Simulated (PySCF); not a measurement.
SMILES [CH3][Ga]([O]C(C)=O)[CH3] (C₄H₉GaO₂), singlet, GFN2-xTB optimised geometry.

```
16

Ga    -0.24     0.01     0.00
C     -0.82     1.97     0.00
H     -0.11     2.54    -0.60
H     -0.83     2.37     1.01
H     -1.81     2.09    -0.43
C     -0.84    -1.81     0.71
H     -1.76    -2.13     0.23
H     -1.01    -1.78     1.79
H     -0.06    -2.54     0.50
O      0.65    -0.35    -1.82
C      1.75    -0.23    -1.23
C      3.02    -0.39    -2.02
O      1.81     0.01     0.00
H      3.82     0.20    -1.57
H      2.86    -0.10    -3.05
H      3.31    -1.44    -1.99
```

Density from PBE0/def2-TZVP (PySCF) at that geometry.

Minimum of the electron density along straight lines between bonded atoms, close to the bond critical point (lines longer than 1.1 times the sum of covalent radii, or with two minima, are not listed):

```csv
bond,length / Å,ρ at the minimum / e bohr⁻³,∇²ρ there / e bohr⁻⁵,position (fraction from the first atom)
Ga1–C2,2.038,0.103,0.14,0.47
C2–H3,1.093,0.272,-0.90,0.64
C2–H4,1.091,0.272,-0.91,0.64
C2–H5,1.091,0.272,-0.91,0.64
Ga1–C6,2.039,0.102,0.14,0.47
C6–H7,1.091,0.272,-0.91,0.64
C6–H8,1.091,0.273,-0.91,0.64
C6–H9,1.093,0.271,-0.90,0.64
Ga1–O10,2.053,0.074,0.30,0.47
O10–C11,1.258,0.383,-0.47,0.67
C11–C12,1.502,0.265,-0.71,0.53
Ga1–O13,2.054,0.074,0.30,0.47
C11–O13,1.258,0.383,-0.47,0.34
C12–H14,1.086,0.281,-0.97,0.64
C12–H15,1.086,0.281,-0.97,0.64
C12–H16,1.089,0.276,-0.94,0.64
```
